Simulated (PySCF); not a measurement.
# MgCd: from constants to spectrum

PBE0 constants of MgCd, ¹Σ⁺ (singlet), closed shell (basis Mg def2-SVP, Cd def2-SVP with ECP28; scalar-relativistic core potentials; PySCF 2.14; masses 23.9850 and 113.9034 u):

```
ωe              : 61.1 cm⁻¹
ωexe            : 1.33 cm⁻¹
Be              : 0.066457 cm⁻¹
αe              : 0.00149 cm⁻¹
D (centrifugal) : 3.14e-07 cm⁻¹
De to Mg + Cd   : 0.078 eV
```

Task: Give the band origin of the fundamental and the first lines of its P and R branches.

Result: ν0 = ωe − 2ωexe = 58.4 cm⁻¹, B0 = 0.065712, B1 = 0.064222 cm⁻¹.

| J″ | P(J″) − ν0 | R(J″) − ν0 |
| --- | --- | --- |
| 0 |  | 0.128 |
| 1 | -0.131 | 0.254 |
| 2 | -0.266 | 0.376 |
| 3 | -0.403 | 0.496 |
| 4 | -0.543 | 0.612 |
| 5 | -0.687 | 0.726 |
| 6 | -0.833 | 0.836 |

Task: Near which J would the R branch turn back, without centrifugal distortion?

Result: At J ≈ (B0 + B1)/(2(B0 − B1)) − 1 ≈ 43.

Closed-shell solutions of metal pairs were not tested for spin polarisation, which can lower them a little. The bond is weak. Basis-set superposition, not corrected here, can be much of De in a small basis, most of all at correlated wavefunction levels. Functionals without a dispersion term scatter widely for such bonds, and LDA overbinds them.
